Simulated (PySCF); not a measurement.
**Two-component Hartree-Fock for Pr³⁺ (praseodymium, charge +3)**

Start: [Xe] 4f2; 4f5/2 filled at m_j = +3/2, +5/2. Calculated with PySCF 2.14 in x2c-SVPall-2c (7s10p9d3f1g, 112 functions): generalised Hartree-Fock with the X2C-1e Hamiltonian and a Gaussian nucleus; one run each with spin-orbit coupling (SO) switched off, then screened by Boettger's factors.

```
spinor shell  electrons  ε, spin-free (eV)  ε, screened SO (eV)  weight of nominal j (screened SO)  rms radius, screened SO (bohr)
       1s1/2          2           -42222.2             -42216.2                              1.000                          0.0275
       2s1/2          2            -6930.5              -6928.6                              1.000                           0.111
       2p1/2          2            -6198.1              -6536.0                              1.000                          0.0958
       2p3/2          4            -6198.1              -6049.7                              1.000                           0.102
       3s1/2          2            -1567.5              -1566.9                              1.000                           0.290
       3p1/2          2            -1330.3              -1399.0                              1.000                           0.282
       3p3/2          4            -1330.3              -1299.7                              1.000                           0.294
       3d3/2          4            -996.90              -1009.5                              0.999                           0.266
       3d5/2          6            -996.90              -987.82                              1.000                           0.269
       4s1/2          2            -356.88              -356.66                              1.000                           0.659
       4p1/2          2            -276.37              -292.07                              0.994                           0.682
       4d3/2          4            -157.72              -161.96                              0.894                           0.775
       4d5/2          6            -157.72              -154.69                              0.929                           0.782
       5s1/2          2            -75.911              -75.867                              1.000                            1.58
       5p1/2          2            -52.909              -55.538                              0.965                            1.74
       5p3/2          4            -52.909              -51.710                              0.982                            1.83
       4f5/2          2            -40.711              -40.774                              0.901                            1.08
```

Question: Where does 4p3/2 lie, and what is the 4p spin-orbit splitting (screened SO)?

Answer: At -269.23 eV, 22.842 eV above 4p1/2.

```
   quantity    spin-free  screened SO
E (hartree)  -9229.56723  -9233.86364
        M_J            4            4
       ⟨J²⟩       22.010       20.892
       ⟨L²⟩       30.009       29.725
       ⟨S²⟩        2.001        1.981
```

The determinant has a definite M_J but mixes levels of different J.

Each row is a mean over spinors that exchange with the open shell spreads, by up to 8.899 eV (4d3/2).

Rows whose weight is well below 1 are mixtures of j = l ± 1/2: exchange outweighs spin-orbit coupling there, and the label is only the starting occupation.

Breit and QED terms are absent; they matter most for the inner s and p1/2 levels.

Densities and radii are taken from the X2C orbitals without a picture-change correction, which distorts them close to the nucleus.

Without spin-orbit coupling the j labels of p, d and f shells carry no meaning; the spin-free column gives the mean over the occupied spinors of each nl shell, and its ⟨J²⟩ belongs to a mixture of degenerate components.
